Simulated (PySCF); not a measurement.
Be(NMe2)(SiH3) (C2H9BeNSi), SMILES C[N]([Be][SiH3])C.

Geometry: B3LYP-D3(BJ)/def2-SVP. One conformer was computed; it need not be the lowest.

Method: TDDFT-PBE0/def2-SVPD run with PySCF 2.14.0.

Vertical excitations. 

| state | energy (eV) | λ (nm) | f | main pairs |
|---|---|---|---|---|
| S1 | 4.30 | 289 | 0.000 | HOMO→LUMO 99 % |
| S2 | 5.39 | 230 | 0.208 | HOMO→LUMO+1 98 % |
| S3 | 5.57 | 223 | 0.000 | HOMO→LUMO+2 95 % |
| S4 | 5.84 | 212 | 0.062 | HOMO−1→LUMO 97 % |
| S5 | 6.28 | 197 | 0.002 | HOMO→LUMO+3 77 %, HOMO−1→LUMO+1 19 % |
| S6 | 6.38 | 194 | 0.081 | HOMO−1→LUMO+1 75 %, HOMO→LUMO+3 19 % |
| S7 | 6.79 | 183 | 0.000 | HOMO→LUMO+4 98 % |
| S8 | 6.95 | 178 | 0.189 | HOMO−1→LUMO+2 85 % |
| S9 | 7.05 | 176 | 0.061 | HOMO→LUMO+5 90 % |
| S10 | 7.20 | 172 | 0.004 | HOMO−2→LUMO 93 % |
| T1 | 4.18 | 296 | 0 | HOMO→LUMO 98 % |
| T2 | 4.34 | 286 | 0 | HOMO→LUMO+1 95 % |
| T3 | 4.55 | 273 | 0 | HOMO−1→LUMO 95 % |
| T4 | 5.15 | 241 | 0 | HOMO−1→LUMO+1 89 % |
Triplets are in the Tamm–Dancoff approximation, which puts them higher than full response would, so one can lie above its singlet here.
